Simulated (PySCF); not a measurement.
CH5AlO2. Atoms are numbered in the order given.

```xyz
9

Al     0.0472    -0.0049     0.0000
C     -1.8884    -0.0011     0.0000
H     -2.2674     1.0355     0.0000
H     -2.2971    -0.4970    -0.8947
H     -2.2971    -0.4970     0.8947
O      0.8719    -0.0003    -1.4933
H      1.8137     0.0163    -1.6664
O      0.8719    -0.0003     1.4933
H      1.8137     0.0163     1.6664
```
Charge 0, spin multiplicity 1.

Coordinates come from a ωB97X-D3(BJ)/def2-SVP optimisation. The isomer is the one that the SMILES or the coordinates give; other isomers of the formula were not compared. Other conformers were not sampled.

Computed with TDDFT-PBE/def2-SVPD run with PySCF.

Vertical excitations. Isolated molecule, no solvent. State labels are in the subgroup Cs.

Computed lowest excited states:
```json
[
 {"state": "S1", "symmetry": "A\"", "energy (eV)": "6.06", "λ (nm)": "204", "f": "0.000", "main pairs": "HOMO→LUMO 99 %"},
 {"state": "S2", "symmetry": "A\"", "energy (eV)": "6.19", "λ (nm)": "200", "f": "0.047", "main pairs": "HOMO−1→LUMO 96 %"},
 {"state": "S3", "symmetry": "A'", "energy (eV)": "6.41", "λ (nm)": "193", "f": "0.105", "main pairs": "HOMO−2→LUMO 97 %"},
 {"state": "S4", "symmetry": "A'", "energy (eV)": "6.59", "λ (nm)": "188", "f": "0.062", "main pairs": "HOMO−3→LUMO 98 %"},
 {"state": "S5", "symmetry": "A\"", "energy (eV)": "7.09", "λ (nm)": "175", "f": "0.000", "main pairs": "HOMO−1→LUMO+1 99 %"},
 {"state": "S6", "symmetry": "A'", "energy (eV)": "7.25", "λ (nm)": "171", "f": "0.033", "main pairs": "HOMO−4→LUMO 97 %"},
 {"state": "S7", "symmetry": "A'", "energy (eV)": "7.38", "λ (nm)": "168", "f": "0.036", "main pairs": "HOMO−2→LUMO+1 94 %"},
 {"state": "S8", "symmetry": "A\"", "energy (eV)": "7.48", "λ (nm)": "166", "f": "0.043", "main pairs": "HOMO→LUMO+1 76 %, HOMO−1→LUMO+2 11 %"},
 {"state": "S9", "symmetry": "A\"", "energy (eV)": "7.62", "λ (nm)": "163", "f": "0.001", "main pairs": "HOMO→LUMO+2 92 %"},
 {"state": "S10", "symmetry": "A\"", "energy (eV)": "7.71", "λ (nm)": "161", "f": "0.016", "main pairs": "HOMO−1→LUMO+2 80 %"},
 {"state": "T1", "symmetry": "A\"", "energy (eV)": "5.88", "λ (nm)": "211", "f": "0", "main pairs": "HOMO→LUMO 99 %"},
 {"state": "T2", "symmetry": "A\"", "energy (eV)": "5.92", "λ (nm)": "209", "f": "0", "main pairs": "HOMO−1→LUMO 99 %"},
 {"state": "T3", "symmetry": "A'", "energy (eV)": "5.96", "λ (nm)": "208", "f": "0", "main pairs": "HOMO−2→LUMO 99 %"},
 {"state": "T4", "symmetry": "A'", "energy (eV)": "6.28", "λ (nm)": "198", "f": "0", "main pairs": "HOMO−3→LUMO 98 %"}
]
```
Triplets are in the Tamm–Dancoff approximation, which puts them higher than full response would, so one can lie above its singlet here.
